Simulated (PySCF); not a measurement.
C²⁺ (carbon, charge +2) across methods

[He] 2s1 3d1, high-spin 3D determinant (an excited configuration). All numbers are calculated (PySCF 2.14, the non-relativistic Hamiltonian (point nucleus), in dyall-acv3z).

| method | E (hartree) | mean ε 1s β (eV) | mean ε 2s α (eV) | mean ε 3d α (eV) | Σ⟨r²⟩ (bohr²) | ⟨S²⟩ |
| --- | --- | --- | --- | --- | --- | --- |
| PBE | -35.2952 | -321.09 | -48.361 | -12.450 | 13.62 | 2.000 |
| PW91 | -35.3196 | -321.46 | -48.430 | -12.463 | 13.58 | 2.000 |
| PBE0 | -35.2973 | -330.06 | -50.182 | -12.944 | 13.85 | 2.000 |
| LDA | -34.9613 | -318.47 | -48.135 | -12.184 | 13.81 | 2.000 |
| UHF | -35.24290 | -356.17 | -55.223 | -14.074 | 14.62 | 2.000 |
| BLYP | -35.3444 | -321.79 | -48.218 | -12.305 | 13.74 | 2.000 |
| wB97X-V | -35.3367 | -331.29 | -52.608 | -14.557 | 13.71 | 2.000 |
| r2SCAN | -35.3207 | -325.16 | -48.943 | -12.304 | 13.95 | 2.000 |
| LC-wPBE | -35.2853 | -327.18 | -53.320 | -14.788 | 13.58 | 2.000 |

The outer electron is Rydberg-like, and this basis confines it to a smaller radius and binds it less than a complete one would.
